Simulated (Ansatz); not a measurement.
Total energies of the cluster Si15 from Ansatz at PBE-D4/def2-SVP, gas phase (1 Eh = 27.2114 eV = 2625.5 kJ/mol). The reference geometry is relaxed at r2SCAN-D4/def2-SVP, loosely relaxed.

```xyz
15

Si   -1.959    1.942    0.100
Si    1.341   -0.834    1.503
Si   -0.426   -0.544   -3.709
Si   -1.034    0.645    1.891
Si   -0.174   -2.771   -2.554
Si   -2.375   -1.494   -2.494
Si   -0.213    2.453    3.310
Si    2.902   -0.699   -0.359
Si    0.900   -0.784   -1.609
Si   -1.149    0.408   -1.510
Si    1.670    1.150    2.670
Si    0.160    2.597    0.902
Si   -0.981   -1.721   -0.498
Si    2.143    1.386    0.449
Si   -0.805   -1.736    1.910
```

```csv
state,geometry,energy (Eh)
charge 0 singlet,reference,-4339.00355
charge 1 doublet,reference,-4338.74394
charge -1 doublet,reference,-4339.09781
free Si atom (triplet),–,-289.12416
```

Problem. Work out the vertical ionisation energy to the doublet.

Solution. E(charge 1 doublet) − E(charge 0 singlet) = -4338.74394 − (-4339.00355) = 0.25961 Eh = 7.06 eV. For comparison, −ε of the highest occupied level is 5.37 eV at this level, 1.69 eV less.

Problem. Work out the vertical electron affinity, to the doublet.

Solution. E(charge 0 singlet) − E(charge -1 doublet) = -4339.00355 − (-4339.09781) = 0.09426 Eh = 2.56 eV. The basis lacks diffuse functions, which makes affinities too small.

Problem. Give the fundamental gap IE − EA, the Mulliken electronegativity (IE + EA)/2 and the hardness (IE − EA)/2.

Solution. From the values in Eh: IE − EA = 0.25961 − 0.09426 = 0.16535 Eh = 4.50 eV; (IE + EA)/2 = 4.81 eV; (IE − EA)/2 = 2.25 eV. The HOMO–LUMO gap of the same run is 1.18 eV, 3.32 eV smaller than the fundamental gap.

Problem. What is the binding energy per atom against free atoms?

Solution. Atoms: 15 × (-289.12416) = -4336.86240 Eh. Binding: -4336.86240 − (-4339.00355) = 2.14115 Eh = 58.26 eV, or 3.88 eV for each of 15 atoms (no zero-point energy, no counterpoise term).

The geometry of the charge 0 singlet is only loosely relaxed. The geometry of the charge 1 doublet is only loosely relaxed. The geometry of the charge -1 doublet is only loosely relaxed.  

The structure comes from a short search, and lower isomers may exist.
